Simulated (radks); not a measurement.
Values are calculated unless marked as measured or tabulated.
All-electron atom: Fe2+ in [Ar] 3d6.

Code: a radial shooting solver on a logarithmic mesh with Libxc functionals. Model: scalar-relativistic Kohn-Sham, r2SCAN, spin-polarised, spherical densities, finite nucleus; open shells are filled with parallel spins first; meta-GGA in the generalised Kohn-Sham scheme; Fermi nuclear charge, rms radius 3.7377 fm.

Energy parts (eV):
| part | energy |
|---|---|
| total | -34610.612 |
| kinetic | 35026.557 |
| electron-nucleus | -82331.501 |
| Hartree | 14206.846 |
| exchange-correlation | -1512.514 |

Orbitals (lengths in bohr, moments of r in powers of bohr; r(max) is where P^2 peaks):
orbital  occ.  eigenvalue (eV)   r(max)     <r^2>      <r>
1s up       1        -7041.155  0.03827  0.004598  0.05846
1s down     1        -7041.184  0.03827  0.004598  0.05846
2s up       1        -847.4210   0.2222   0.08397   0.2666
2s down     1        -844.9563   0.2220   0.08361   0.2661
2p up       3        -723.0257   0.1800   0.06826   0.2356
2p down     3        -721.1533   0.1798   0.06788   0.2350
3s up       1        -117.6994   0.7003    0.7569   0.8100
3s down     1        -112.0773   0.7017    0.7647   0.8141
3p up       3         -82.3842   0.7139    0.8629   0.8562
3p down     3         -76.7963   0.7162    0.8776   0.8629
3d up       5         -27.5396   0.7119     1.426    1.054
3d down     1         -22.2892   0.7240     1.650    1.121

The highest occupied level is 3d down at -22.289 eV. For comparison, the ionisation energy in NIST's Atomic Spectra Database is 30.65 eV (measured). In exact Kohn-Sham theory the highest level is minus the ionisation energy, but local and semilocal functionals leave it too shallow, through self-interaction and a potential that decays too fast; potentials with the right tail come closer. The density falls to 0.001 e/bohr^3 at r = 3.01 bohr. The spin density at the nucleus is -0.960 e/bohr^3 (1s 0.025, 2s -2.614, 3s 1.628). Summed over all electrons, <r^2> = 16.11 bohr^2, which gives a Langevin (diamagnetic) susceptibility term of -12.8 x 10^-6 cm^3/mol. Spin moment in Bohr magnetons: 4. The electron density at the nucleus is 1.519e+04 e/bohr^3 (large components only).
